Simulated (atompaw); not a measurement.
**What one change does to a pseudopotential (cerium, PAW (atompaw))**

cerium (Ce), PAW, made with atompaw 4.2.0.5 (PBE, scalar-relativistic). Core [Kr] 4d10 4f1, reference 5s2 5p6 5d1 6s1.75 6p0 (charge +0.25). Waves: 5s (bound): rc 2.05 bohr; 6s (bound): rc 2.50 bohr; 5p (bound): rc 2.40 bohr; 6p (bound, empty): rc 2.80 bohr; 5d (bound): rc 2.80 bohr; 5d channel at 2.6 Ry: rc 2.80 bohr. Local part: bessel scheme, radius 2.10 bohr. Core correction: smooth core density matched at 2.30 bohr. Augmentation charge: sinc compensation charge, radius 2.65 bohr; PAW radius 2.80 bohr; waves and projectors: custom polynom gramschmidtortho.

Change: wave 5p (bound): rc 2.40 bohr becomes 5p (bound): rc 2.76 bohr.

Cutoffs: the cutoffs (Ry, on a coarse ladder) from which the occupation-weighted sum of valence levels, in a spherical-Bessel basis at the reference potential, stays within 10 and 1 mRy of its value at 400 Ry; they do not see the model core or the augmentation charge, which bear on the density cutoff.

Q: What does the change do?

A: The potential gets softer (12 Ry and 21 Ry → 10 Ry and 18 Ry); the range in which the p phases agree widens (upper end 1.4 → at the end of the scan); neither file shows a bound ghost.

| quantity | base | changed |
| --- | --- | --- |
| cutoff, loose | 12 Ry | 10 Ry |
| cutoff, tight | 21 Ry | 18 Ry |
| loose cutoff by channel (10 mRy a level) | s 8 Ry, p 10 Ry, d 8 Ry | s 8 Ry, p 8 Ry, d 8 Ry |
| bound ghosts | none | none |
| s: phases at 2.81 bohr within 0.05 rad from the reference energy up to (Ry; the scan ends near 5) | to the end of the scan | to the end of the scan |
| p: phases at 2.81 bohr within 0.05 rad from the reference energy up to (Ry; the scan ends near 5) | 1.4 | to the end of the scan |
| d: phases at 2.81 bohr within 0.05 rad from the reference energy up to (Ry; the scan ends near 5) | to the end of the scan | to the end of the scan |
| lowest overlap eigenvalue by channel | s 0.31, p 0.56, d 0.91 | s 0.31, p 0.87, d 0.91 |

 The cutoffs see the waves, projectors and local potential, not the compensation charge or the core.
